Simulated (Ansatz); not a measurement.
Born–Oppenheimer molecular dynamics of F2GeH2 (5 atoms, charge 0, multiplicity 1). It starts from a relaxed structure.

These are results of RKS r2SCANh-D4/def2-mTZVP in Ansatz, not measurements.

```json
{
  "ensemble": "NVT, Nosé–Hoover chain",
  "time step": "0.25 fs",
  "steps asked": "250",
  "set temperature": "300 K",
  "thermostat": "time constant 50 fs, chain length 5",
  "temperature schedule": "62 steps to 300 K, then 188 steps to 600 K",
  "seed": "83060"
}
```

First frame:

```xyz
5
Properties=species:S:1:pos:R:3
Ge 0.067 0.000 0.048
H -0.065 0.000 1.565
H 1.453 0.000 -0.583
F -0.788 1.370 -0.557
F -0.788 -1.370 -0.557
```

Problem. How far do the bonds stretch over the last three quarters of this one trajectory? (Pairs bonded in most of those frames.)

Solution. 
| bond | mean (Å) | spread (Å) | shortest | longest |
| --- | --- | --- | --- | --- |
| Ge1–H2 | 1.526 | 0.041 | 1.46 | 1.59 |
| Ge1–H3 | 1.527 | 0.022 | 1.49 | 1.56 |
| Ge1–F4 | 1.723 | 0.021 | 1.69 | 1.75 |
| Ge1–F5 | 1.723 | 0.003 | 1.72 | 1.73 |

Mean temperature of the second half: 185 K. The conserved energy stayed within 0.031 meV per atom of its start (net change 0.03 meV per atom), so the integration is sound. The schedule's set-point averaged 500 K over the second half and the system 185 K, so it lags behind the ramp. A run of 0.062 ps of so small a system gives no equilibrium averages.

The run took 7.7 min on 2 threads of Arm Neoverse V2, with other jobs on the host, peak memory 0.15 GiB.
